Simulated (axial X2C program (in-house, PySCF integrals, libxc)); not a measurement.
# Testing model relations on RuH

A bond curve at the PBE0 level, two-component, was computed with an axial X2C code built on PySCF integrals (basis Ru dyall-cv3z [12s12p8d5f3g], H dyall-v3z [6s2p1d] (cores contracted in-house)) for the state Ω = 3/2 (⟨Sz⟩ = 1.49, ⟨Lz⟩ = 0.01 at PBE0). Its fit gives Re = 1.5837 Å, ωe = 1966.0 cm⁻¹, ωexe = 34.8 cm⁻¹ and αe = 1.968e-01 cm⁻¹; the masses are 101.9043 and 1.0078 u. Two-component means X2C with spin–orbit coupling and atomic mean-field Coulomb and Gaunt terms.

(1) Find the reduced mass, Be and the force constant.

(2) Scale the constants to the deuteride (D 2.0141 u) within the Born–Oppenheimer picture.

(3) Estimate the centrifugal constant by the Kratzer relation.

(4) The dipole moment p changes by 2.09 D/Å at Re. What harmonic infrared intensity follows?

(5) A Morse curve ties αe to the other constants (Pekeris). How well does that hold?

One determinant describes the state; a PBE0 search over occupations chose it and may have missed a lower one. Density functionals use the spin component along the axis (collinear). PBE0 can misorder states that lie within some tenths of an eV, so this need not be the ground state of the molecule. The nearest other 2c determinant of the search, Ω = 9/2, lies 0.20 eV up at the distance of the search. With several unpaired electrons one determinant need not be a pure state. This is the top spin component of a Σ state; components of lower Ω are not single determinants and can lie lower.

Answers

(1) From the PBE0 values: μ = 0.9979 u. Be = 16.8576/(μ Re²) = 6.735 cm⁻¹. k = 5.8918×10⁻⁷ μ ωe² = 2.27 mdyn/Å.

(2) ρ = √(μH/μD) = 0.7108; ωe = 1397.5, ωexe = 17.6, Be = 3.403 cm⁻¹; the zero-point energy falls by 280 cm⁻¹.

(3) D = 4Be³/ωe² = 3.16e-04 cm⁻¹.

(4) I = 42.256 × (dp/dR)²/μ = 180 km/mol.

(5) αe(Morse) = 6Be²/ωe × (√(ωexe/Be) − 1) = 1.762e-01 cm⁻¹; the PBE0 curve gives 1.968e-01 cm⁻¹, a ratio of 0.90.
